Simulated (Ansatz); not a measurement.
Cl2OTi (SMILES [O]=[Ti]([Cl])[Cl]), singlet, geometry from GFN2-xTB (such geometries of metal compounds can be far from the true shape), atoms displaced at random by about 0.08 Å a coordinate; HF/6-31G, gradient in Ansatz (a first-principles code).

Here is a job for Ansatz.
Ansatz 0.2 input:
```yaml
crystal:
  periodic: [false, false, false]
  atoms:
    - {symbol: Ti, position_ang: [-0.52035366, -0.11782635, -0.38211226]}
    - {symbol: Cl, position_ang: [1.52098449, 0.15674803, -0.88438804]}
    - {symbol: Cl, position_ang: [-0.57594105, -0.39072406, 1.72172446]}
    - {symbol: O, position_ang: [-1.34070381, 1.09012762, -0.64802600]}
basis:
  gaussian:
    orbitals: 6-31G
hamiltonian:
  xc: hf
output: {forces: true}
```

The log (banner, timings and long lists left out):

```
Functional definition: HF
762 factors; integrals over basis functions are off by at most 3.7e-4 eV
mean field evaluation 1: about -50117.6758 eV, gradient 6.7e1 eV
mean field evaluation 2: about -50117.7982 eV, gradient 6.7e1 eV
mean field evaluation 4: about -50128.7636 eV, gradient 1.1e1 eV
mean field evaluation 8: about -50129.0225 eV, gradient 6.8e-1 eV
mean field evaluation 16: about -50129.0287 eV, gradient 2.5e-5 eV
mean field -50129.02868604 eV, -1842.2078255360 hartree, gradient 2.4e-5 eV, S^2 0.000000; 0 other end points of the search recorded, 0 dependent functions left out
the calculation of the forces begins
reference -50129.02868604 eV, -1842.2078255360 hartree; 32, 32 occupied and 32, 32 virtual orbitals, 762 factors
Total energy: -50129.02868604 eV, -1842.2078255360 hartree
Atom 0 at    -0.520354    -0.117826    -0.382112 Å, force     1.275833    -5.142226    -0.071473 eV/Å
Atom 1 at     1.520984     0.156748    -0.884388 Å, force     3.097581     0.296203    -1.185035 eV/Å
Atom 2 at    -0.575941    -0.390724     1.721724 Å, force    -0.265803    -0.873435     3.173611 eV/Å
Atom 3 at    -1.340704     1.090128    -0.648026 Å, force    -4.107612     5.719458    -1.917103 eV/Å
Dipole moment:    -0.505363    -0.819380    -0.649686 e Å
```
